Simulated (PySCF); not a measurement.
BeBr2, SMILES [Br][Be][Br]. Heavy atoms are numbered as in [Be:1]([Br:2])[Br:3].

Geometry optimised at B3LYP-D3(BJ)/def2-TZVP.

Calculation: M06-2X/def2-TZVPD run with PySCF.

Mulliken values depend strongly on the basis, most of all with diffuse functions as here. Atomic charges (e), one atom of each kind:

| atom | Mulliken | IAO |
|---|---|---|
| Be1 | -0.01 | 1.45 |
| Br2 | 0.00 | -0.73 |
